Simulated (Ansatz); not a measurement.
The cluster Tl3⁺. Charge 1, multiplicity 3. Geometry PBE-D4/def2-SVP; atoms count from 1.

```xyz
3

Tl   -1.897   -0.998    1.608
Tl   -0.574   -0.015   -1.389
Tl    2.471    1.013   -0.219
```

In the def2 sets Tl takes a core potential; there is no spin–orbit coupling. The structure comes from a short search, and lower isomers may exist.

Estimate the Mulliken populations from the PBE0/def2-TZVP orbitals of Ansatz.


```csv
atom,charge (e),spin (α − β)
Tl1,0.44,0.55
Tl2,0.12,0.90
Tl3,0.44,0.55
```
Mulliken values and Mayer orders depend strongly on the basis.

Where does the spin sit?

Summed by element: Tl 2.00, of 2 unpaired in all. Largest on single atoms: Tl2 0.90, Tl1 0.55, Tl3 0.55.

And the Mayer bond orders between bonded heavy atoms (over 0.3)?

Tl1–Tl2 0.55 (3.42 Å); Tl2–Tl3 0.55 (3.42 Å).
